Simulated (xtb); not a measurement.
I, charge -1, singlet; GFN2-xTB run with xtb.

xtb was given this input:
```
$ xtb mol.xyz --gfn 2 --chrg -1 --uhf 0 --json

# file mol.xyz
1

I      0.00000000     0.00000000     0.00000000
```

What the program printed (banner, timings and long lists left out):

```
   ID    Z sym.   atoms
    1   53 I      1

           -------------------------------------------------
          |                Calculation Setup                |
           -------------------------------------------------

           -------------------------------------------------
          |                 G F N 2 - x T B                 |
           -------------------------------------------------

          ...................................................
          :                      SETUP                      :
          :.................................................:
          :  # basis functions                  10          :
          :  # atomic orbitals                   9          :
          :  # shells                            3          :
          :  # electrons                         8          :
          :  max. iterations                   250          :
          :  Hamiltonian                  GFN2-xTB          :
          :  restarted?                      false          :
          :  GBSA solvation                  false          :
          :  PC potential                    false          :
          :  electronic temp.          300.0000000     K    :
          :  accuracy                    1.0000000          :
          :  -> integral cutoff          0.2500000E+02      :
          :  -> integral neglect         0.1000000E-07      :
          :  -> SCF convergence          0.1000000E-05 Eh   :
          :  -> wf. convergence          0.1000000E-03 e    :
          :  Broyden damping             0.4000000          :
          :  net charge                         -1          :
          :  unpaired electrons                  0          :
          ...................................................

 iter      E             dE          RMSdq      gap      omega  full diag
   1     -4.0603556 -0.406036E+01  0.404E+00   14.49      14.5  T
   2     -4.0603556  0.000000E+00  0.323E+00   14.63      14.6  T
   3     -4.0603556  0.000000E+00  0.249E+00   14.76      14.8  T
   4     -4.0603556  0.000000E+00  0.199E+00   14.86      14.9  T
   5     -4.0603556  0.000000E+00  0.159E+00   14.94      14.9  T
   6     -4.0603556  0.000000E+00  0.127E+00   15.01      15.0  T
   7     -4.0603556  0.000000E+00  0.102E+00   15.06      15.1  T
   8     -4.0603556  0.000000E+00  0.816E-01   15.10      15.1  T
   9     -4.0603556  0.000000E+00  0.652E-01   15.14      15.1  T
[...]
         :: total energy              -4.060355599036 Eh    ::
[...]

         #    Occupation            Energy/Eh            Energy/eV
      -------------------------------------------------------------
         1        2.0000           -0.3932411             -10.7006
         2        2.0000           -0.1374606              -3.7405
         3        2.0000           -0.1374606              -3.7405
         4        2.0000           -0.1374606              -3.7405 (HOMO)
         5                          0.4243068              11.5460 (LUMO)
         6                          0.4243068              11.5460
         7                          0.4243068              11.5460
         8                          0.4243068              11.5460
         9                          0.4243068              11.5460
      -------------------------------------------------------------
                  HL-Gap            0.5617674 Eh           15.2865 eV
             Fermi-level            0.1434231 Eh            3.9027 eV

     #   Z          covCN         q      C6AA      α(0)
     1  53 I        0.000    -1.000   432.871    35.991

 Mol. C6AA /au·bohr⁶  :        432.871052
 Mol. C8AA /au·bohr⁸  :      39758.992423
 Mol. α(0) /au        :         35.991409

Wiberg/Mayer (AO) data.
largest (>0.10) Wiberg bond orders for each atom

 ---------------------------------------------------------------------------
     #   Z sym  total        # sym  WBO       # sym  WBO       # sym  WBO
 ---------------------------------------------------------------------------
     1  53 I    0.000
 ---------------------------------------------------------------------------

molecular dipole:
                 x           y           z       tot (Debye)
 q only:        0.000       0.000       0.000
   full:        0.000       0.000       0.000       0.000
molecular quadrupole (traceless):
                xx          xy          yy          xz          yz          zz
 q only:        0.000       0.000       0.000       0.000       0.000       0.000
  q+dip:        0.000       0.000       0.000       0.000       0.000       0.000
   full:        0.000       0.000       0.000       0.000       0.000       0.000

           -------------------------------------------------
          | TOTAL ENERGY               -4.060355599036 Eh   |
          | GRADIENT NORM               0.000000000000 Eh/α |
          | HOMO-LUMO GAP              15.286468394728 eV   |
           -------------------------------------------------

normal termination of xtb
```
